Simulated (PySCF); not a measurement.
# How methods differ on the excitation energy of Be

Be [He] 2s2 (1S) → Be [He] 2p2 (3P), as a difference of total energies. Calculation: PySCF 2.14, in x2c-QZVPPall with one added diffuse shell each of s, p type (8s5p2d1f, 40 functions); the spin-free X2C one-electron Hamiltonian (Gaussian nucleus). Correlated levels: valence and next inner shell: nothing frozen. The calculations carry no spin-orbit coupling.

| method | excitation energy (eV) | error (eV) |
| --- | --- | --- |
| UHF | 6.444 | -0.957 |
| MP2 (valence and next inner shell) | 7.028 | -0.373 |
| SCS-MP2 (valence and next inner shell) | 7.303 | -0.098 |
| CCSD (valence and next inner shell) | 7.386 | -0.015 |
| CCSD(T) (valence and next inner shell) | 7.396 | -0.005 |
| CCSDT (valence and next inner shell) | 7.397 | -0.004 |

Reference: 7.401 eV (measured; NIST levels, between the centres of gravity of the two terms).

Errors of the correlated levels include the incompleteness of this basis.
